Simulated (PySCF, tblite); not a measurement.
Species: C₅H₇FSi.
InChI=1S/C5H7FSi/c1-4-2-7-3-5(4)6/h2-3H,7H2,1H3

Level of theory: PBE0/pcSseg-1 in PySCF (dipole) on a GFN2-xTB geometry, gas phase.

Take the most abundant isotopes and a rigid rotor. 

Question: What are A, B and C (MHz)?

Answer: Ia = 140.69, Ib = 262.97, Ic = 394.57 u·Å²; 505379 MHz·u·Å²/I gives A = 3592, B = 1922, C = 1281 MHz.

Question: What kind of rotor is it?

Answer: An asymmetric top. Ray's parameter κ = (2B − A − C)/(A − C) = -0.445; −1 is the prolate and +1 the oblate limit.

Question: Is it planar, by Δ = Ic − Ia − Ib?

Answer: Not planar: Δ = Ic − Ia − Ib = -9.09 u·Å². For a rigid frame Δ = −2 Σ m c², so Σ m c² = 4.54 u·Å² lies off the ab plane, practically all of it from hydrogen. The atom farthest from that plane is 1.22 Å away.

Question: Give the other two planar moments, Paa and Pbb, and the rms extents of the mass along the axes.

Answer: Paa = Σ m a² = (Ib + Ic − Ia)/2 = 258.42 and Pbb = Σ m b² = (Ia + Ic − Ib)/2 = 136.15 u·Å². With the mass M = 114.03 u, the rms extents √(P/M) along a, b and c are 1.51, 1.09, 0.20 Å.

Question: Give the coordinates in the principal-axis frame, origin at the centre of mass.

Answer: The sense of each axis is arbitrary; atoms in the order of the calculation.
```json
{"atom": "C1", "mass (u)": "12.000", "a (Å)": "1.909", "b (Å)": "-1.486", "c (Å)": "0.000"}
{"atom": "C2", "mass (u)": "12.000", "a (Å)": "0.592", "b (Å)": "-0.786", "c (Å)": "-0.001"}
{"atom": "C3", "mass (u)": "12.000", "a (Å)": "-0.625", "b (Å)": "-1.348", "c (Å)": "0.000"}
{"atom": "Si4", "mass (u)": "27.977", "a (Å)": "-1.959", "b (Å)": "-0.018", "c (Å)": "0.001"}
{"atom": "C5", "mass (u)": "12.000", "a (Å)": "-0.616", "b (Å)": "1.302", "c (Å)": "-0.002"}
{"atom": "C6", "mass (u)": "12.000", "a (Å)": "0.561", "b (Å)": "0.679", "c (Å)": "-0.001"}
{"atom": "F7", "mass (u)": "18.998", "a (Å)": "1.747", "b (Å)": "1.327", "c (Å)": "0.001"}
{"atom": "H8", "mass (u)": "1.008", "a (Å)": "2.483", "b (Å)": "-1.201", "c (Å)": "-0.882"}
{"atom": "H9", "mass (u)": "1.008", "a (Å)": "2.489", "b (Å)": "-1.191", "c (Å)": "0.875"}
{"atom": "H10", "mass (u)": "1.008", "a (Å)": "1.776", "b (Å)": "-2.565", "c (Å)": "0.006"}
{"atom": "H11", "mass (u)": "1.008", "a (Å)": "-0.751", "b (Å)": "-2.418", "c (Å)": "0.000"}
{"atom": "H12", "mass (u)": "1.008", "a (Å)": "-2.768", "b (Å)": "0.005", "c (Å)": "1.219"}
{"atom": "H13", "mass (u)": "1.008", "a (Å)": "-2.769", "b (Å)": "-0.004", "c (Å)": "-1.217"}
{"atom": "H14", "mass (u)": "1.008", "a (Å)": "-0.699", "b (Å)": "2.374", "c (Å)": "0.000"}
```

Question: Which types of transition are allowed, and where do some lines up to J = 2 fall?

Answer: The dipole components are |μa| = 0.58 D, |μb| = 1.17 D, |μc| = 0.00 D; the mirror of this Cs structure is the ab plane, so μc vanishes by symmetry and there are no c-type lines. The squared components, which scale the intensities, stand as 0.25 : 1.00 (a : b). Some lines, for components of 0.1 D or more:

```json
{"type": "a", "branch": "Q", "J(Ka,Kc)": "1(1,0) ← 1(1,1)", "MHz": "641", "lower level (cm⁻¹)": "0.163"}
{"type": "a", "branch": "Q", "J(Ka,Kc)": "2(1,1) ← 2(1,2)", "MHz": "1923", "lower level (cm⁻¹)": "0.355"}
{"type": "b", "branch": "Q", "J(Ka,Kc)": "1(1,0) ← 1(0,1)", "MHz": "2311", "lower level (cm⁻¹)": "0.107"}
{"type": "b", "branch": "Q", "J(Ka,Kc)": "2(1,1) ← 2(0,2)", "MHz": "3104", "lower level (cm⁻¹)": "0.315"}
{"type": "a", "branch": "R", "J(Ka,Kc)": "1(0,1) ← 0(0,0)", "MHz": "3203", "lower level (cm⁻¹)": "0.000"}
{"type": "b", "branch": "R", "J(Ka,Kc)": "2(0,2) ← 1(1,1)", "MHz": "4583", "lower level (cm⁻¹)": "0.163"}
{"type": "b", "branch": "R", "J(Ka,Kc)": "1(1,1) ← 0(0,0)", "MHz": "4873", "lower level (cm⁻¹)": "0.000"}
{"type": "b", "branch": "Q", "J(Ka,Kc)": "2(2,0) ← 2(1,1)", "MHz": "5163", "lower level (cm⁻¹)": "0.419"}
{"type": "a", "branch": "R", "J(Ka,Kc)": "2(1,2) ← 1(1,1)", "MHz": "5764", "lower level (cm⁻¹)": "0.163"}
{"type": "a", "branch": "R", "J(Ka,Kc)": "2(0,2) ← 1(0,1)", "MHz": "6253", "lower level (cm⁻¹)": "0.107"}
{"type": "b", "branch": "Q", "J(Ka,Kc)": "2(2,1) ← 2(1,2)", "MHz": "6934", "lower level (cm⁻¹)": "0.355"}
{"type": "a", "branch": "R", "J(Ka,Kc)": "2(1,1) ← 1(1,0)", "MHz": "7046", "lower level (cm⁻¹)": "0.184"}
{"type": "b", "branch": "R", "J(Ka,Kc)": "2(1,2) ← 1(0,1)", "MHz": "7435", "lower level (cm⁻¹)": "0.107"}
{"type": "b", "branch": "R", "J(Ka,Kc)": "2(2,1) ← 1(1,0)", "MHz": "12057", "lower level (cm⁻¹)": "0.184"}
{"type": "b", "branch": "R", "J(Ka,Kc)": "2(2,0) ← 1(1,1)", "MHz": "12850", "lower level (cm⁻¹)": "0.163"}
```

Its GFN2-xTB frequencies are all real (lowest 111 cm⁻¹). Zero-point vibration and centrifugal distortion are left out. A rigid rotor knows nothing of internal rotation, which can split or shift real lines.
